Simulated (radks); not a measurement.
Q: All-electron atom: Ni17+ in [Ne] 3s1 (the NIST ground configuration). All-electron calculation, scalar-relativistic Kohn-Sham, exchange-only LDA, spin-polarised, spherical densities, finite nucleus; open shells are filled with parallel spins first; Fermi nuclear charge, rms radius 3.7757 fm. Program: a radial shooting solver on a logarithmic mesh with Libxc functionals. Some entries of the table are withheld. Estimate them.

orbital,occ.,eigenvalue (Ry),r(max) (bohr),<1/r> (bohr^-1)
1s up,1,-648.1464,0.03545,28.06
1s down,1,-648.0598,0.03545,28.05
2s up,1,-115.4733,0.2035,6.150
2s down,1,-115.3641,0.2035,6.154
2p up,3,-105.9211,0.1632,6.038
2p down,3,-105.8232,0.1632,6.042
3s up,1,-43.45985,0.5725,2.394
3s down,0,-42.60918,0.5696,2.404
3p up,0,-40.53109,(1),2.322
3p down,0,-39.71407,(2),2.336
3d up,0,-36.46307,0.4622,2.171
3d down,0,-35.79044,0.4548,2.193
4s up,0,-22.44803,(3),1.276
4s down,0,-22.04955,(4),1.254
4f up,0,-19.13647,(5),1.138
4f down,0,-18.46563,(6),1.111

A: 
(1) 3p up r(max) (bohr): 0.5573
(2) 3p down r(max) (bohr): 0.5535
(3) 4s up r(max) (bohr): 1.154
(4) 4s down r(max) (bohr): 1.165
(5) 4f up r(max) (bohr): 0.8778
(6) 4f down r(max) (bohr): 0.9011
